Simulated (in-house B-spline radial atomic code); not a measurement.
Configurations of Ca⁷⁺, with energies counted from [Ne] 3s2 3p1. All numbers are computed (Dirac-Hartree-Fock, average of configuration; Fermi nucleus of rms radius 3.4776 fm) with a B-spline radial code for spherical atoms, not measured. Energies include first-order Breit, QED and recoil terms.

Occupations are held fixed; configurations that lie above the ionisation limit could autoionise.

```csv
configuration,E - E(ref) (eV),highest orbital,its <r> (bohr)
[Ne] 3s2 3d1,33.169,3d5/2,1.065
[Ne] 3s2 4s1,67.343,4s1/2,2.097
[Ne] 3s2 4f1,91.016,4f7/2,2.177
[Ne] 3s2 5f1,110.97,5f7/2,3.845
[Ne] 3s2 6f1,121.83,6f7/2,5.89
[Ne] 3s2 6g1,122.15,6g9/2,5.484
[Ne] 3s2 7g1,128.58,7g9/2,7.917
[Ne] 3s1 3p1 6d1,139.62,6d5/2,5.943
[Ne] 3s1 3p1 7f1,147.46,7f7/2,8.304
```

Order these further configurations by energy, lowest first.
A. [Ne] 3s2 5d1
B. [Ne] 3s2 5p1
C. [Ne] 3s2 4p1
D. [Ne] 3s2 4d1
E. [Ne] 3s2 7f1

C (75.548 eV), D (86.123 eV), B (103.73 eV), A (108.65 eV), E (128.37 eV).

How far above the reference does [Ne] 3s2 6s1 lie?

115.82 eV; its least bound orbital is 6s1/2 with <r> = 5.36 bohr.

How far above the reference does [Ne] 3s2 7p1 lie?

125.94 eV; its least bound orbital is 7p3/2 with <r> = 7.883 bohr.

How far above the reference does [Ne] 3s1 3p1 3d1 lie?

51.792 eV; its least bound orbital is 3d5/2 with <r> = 1.063 bohr.
